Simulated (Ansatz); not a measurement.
Frontier orbitals of CH₇AlSi₂, SMILES `[SiH3][SiH]1[CH2][AlH]1`.

```xyz
11

Si   -1.550   -1.261    0.107
Si    0.677   -0.618   -0.064
C     0.951    1.170    0.623
Al    1.063    1.304   -1.317
H    -1.853   -2.415   -0.782
H    -1.954   -1.618    1.496
H    -2.390   -0.108   -0.327
H     1.632   -1.671    0.386
H     1.943    1.284    1.077
H     0.205    1.594    1.293
H     1.275    2.339   -2.491
```

Charge 0, multiplicity 1. All single points use the PBE0-D4/def2-TZVP geometry. Basis def2-TZVPP, Ansatz.

| functional | HOMO (eV) | LUMO (eV) | gap (eV) |
| --- | --- | --- | --- |
| PBE | -5.10 | -2.70 | 2.40 |
| r2SCAN | -5.28 | -2.46 | 2.82 |
| PBE0 | -6.04 | -1.93 | 4.11 |
| B3LYP | -5.86 | -2.10 | 3.76 |
| HSE06 (plane-wave form) | -5.65 | -2.30 | 3.35 |
| LC-ωPBE | -8.43 | 0.10 | 8.53 |
| ωB97M-V | -7.95 | -0.28 | 7.67 |
| HF | -8.11 | 0.88 | 8.99 |

From PBE to PBE0 the HOMO moves by −0.93 eV and the LUMO by +0.76 eV, and with ωB97M-V by −2.85 and +2.41 eV, so the gap grows from 2.41 to 7.67 eV with exact exchange.

B3LYP here is the variant with VWN-RPA as its local correlation; programs differ in this. LC-ωPBE has ω = 0.4 bohr⁻¹.
